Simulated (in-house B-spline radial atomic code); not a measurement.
Au. Computed with a B-spline radial atomic code. Model: non-relativistic spherical atom: semilocal Troullier-Martins pseudo-atom, one channel per l, against all electrons, high spin, G0W0 and RPA with empty states to l = 8, local potential for every l without a channel, a model core (radius 0 = none) keeps its share of the functional.

The core holds an angular momentum without a channel of its own, so the local potential lets valence electrons into it.

Without relativity these are model numbers for so heavy an element.

What the tables leave out is listed at the end.

The pseudopotential gives back the lowest level of each angular momentum of its own functional in the configuration it was made in; a second state of the same l is only approximately right. Exact exchange, RPA and GW see the smooth pseudo-orbitals and miss the exchange with the core, for which the functional's share stands in. The column with an uncorrelated core keeps all orbitals and exact exchange, and so separates missing core correlation from pseudisation. Only the three outermost levels and the lowest empty one were computed. RPA here is direct RPA, with no exchange kernel, and its energies carry an (l + 1/2)⁻⁴ tail. A hybrid on a potential with a model core restores only its own semilocal share of the core's exchange.

Command:
```bash
python run_psgw.py task.json out
```
Settings (lengths in bohr, energies in hartree):
```
Z                      79
electrons              79
configuration          [Xe] 4f14 5d10 6s1
generated_in           [Xe] 4f14 5d10 6s1
functional             pbe,pbe
core_shells            10
radius_factor          1.3
core_correction        False
ion_configuration      [Xe] 4f14 5d10
```

Time taken, with all properties: 2.1 min on 1 thread of Arm Neoverse N1, with other jobs on the host.

Given: made with PBE; model core radius 0 bohr; local radius 1.271 bohr; mean-field start PBE.

Valence shells of the generating configuration: 5s, 5p, 5d, 6s.

Channel: s 1.217, p 1.294, d 1.579 (radii in bohr).

Computed: largest level miss in the spin-unpolarised generating configuration 0.152 eV; valence RPA correlation energy all-electron orbitals -1.1115 hartree; valence RPA correlation energy pseudo -1.2414 hartree; all-electron RPA polarisability, core included 44.535 bohr³; ionisation by mean-field pseudo minus all 0.208 eV; ionisation by RPA all-electron 7.6277 eV; ionisation by RPA pseudo minus all 0.218 eV.

| level | occupied | mean-field all-electron (eV) | mean-field pseudo minus all (eV) | G0W0 all-electron (eV) | G0W0 uncorrelated core minus all (eV) | G0W0 pseudo minus all (eV) | exchange self-energy all-electron (eV) | exchange self-energy pseudo (eV) |
| --- | --- | --- | --- | --- | --- | --- | --- | --- |
| 6s up | 1 | -4.4227 | -0.153 | -7.4416 | 0.044 | -0.206 | -10.456 | -9.9436 |
| 6s down (empty) | 0 | -3.704 | -0.156 | -1.5102 | 0.045 | -0.103 | -3.0799 | -2.4182 |

Q: What is the pseudo-atom RPA polarisability?

A: 42.207 bohr³.

Q: What is the ionisation by mean-field all-electron?

A: 7.4579 eV.

Given: mean-field start PBE0.

Computed: valence RPA correlation energy pseudo -1.1756 hartree; all-electron RPA polarisability, core included 39.073 bohr³; pseudo-atom RPA polarisability 36.932 bohr³; ionisation by mean-field all-electron 7.1573 eV; ionisation by RPA all-electron 7.4836 eV; ionisation by RPA pseudo minus all 0.219 eV.

| level | occupied | mean-field all-electron (eV) | mean-field pseudo minus all (eV) | G0W0 all-electron (eV) | G0W0 uncorrelated core minus all (eV) | G0W0 pseudo minus all (eV) | exchange self-energy all-electron (eV) | exchange self-energy pseudo (eV) |
| --- | --- | --- | --- | --- | --- | --- | --- | --- |
| 6s up | 1 | -4.9703 | -0.176 | -7.4354 | 0.048 | -0.218 | -10.206 | -9.7573 |
| 6s down (empty) | 0 | -2.6451 | -0.143 | -1.2473 | 0.042 | -0.105 | -2.6717 | -2.1285 |

Q: What is the valence RPA correlation energy all-electron orbitals?

A: -1.0529 hartree.

Q: What is the ionisation by mean-field pseudo minus all?

A: 0.217 eV.

Given: mean-field start Hartree-Fock.

Computed: valence RPA correlation energy all-electron orbitals -0.91462 hartree; all-electron RPA polarisability, core included 34.44 bohr³; pseudo-atom RPA polarisability 32.362 bohr³; ionisation by mean-field all-electron 5.9305 eV; ionisation by RPA all-electron 7.0959 eV; ionisation by RPA pseudo minus all 0.221 eV.

```tsv
level	occupied	mean-field all-electron (eV)	mean-field pseudo minus all (eV)	G0W0 all-electron (eV)	G0W0 uncorrelated core minus all (eV)	G0W0 pseudo minus all (eV)	exchange self-energy all-electron (eV)	exchange self-energy pseudo (eV)
6s up	1	-6.0397	-0.205	-7.1056	0.04	-0.221	-8.9904	-8.731
5d down	1	-14.13	0.108	-13.862	0.133	0.107	-33.391	-28.512
5d up	1	-14.215	0.097	-13.961	0.13	0.113	-33.094	-28.324
```

Q: What is the ionisation by mean-field pseudo minus all?

A: 0.19 eV.

Q: What is the valence RPA correlation energy pseudo?

A: -1.0193 hartree.

Among the listed levels the largest G0W0 shift of the pseudo-atom is -0.22 eV, for 6s up on the Hartree-Fock start, while leaving the core uncorrelated moves that level by +0.04 eV. So pseudisation and the lost core exchange, not the missing core correlation, make the error. Not in the tables (levels of low weight, unsolved or above zero; the highest and the empty levels are kept at any weight): on PBE the G0W0 levels 5d down (pseudo minus all +0.79 eV, weights 0.11 and 0.02), 5d up (pseudo minus all +0.22 eV, weights 0.00 and 0.02); on PBE0 the G0W0 levels 5d down (pseudo minus all +0.03 eV, weights 0.75 and 0.74), 5d up (pseudo minus all +0.41 eV, weights -0.63 and 0.69).
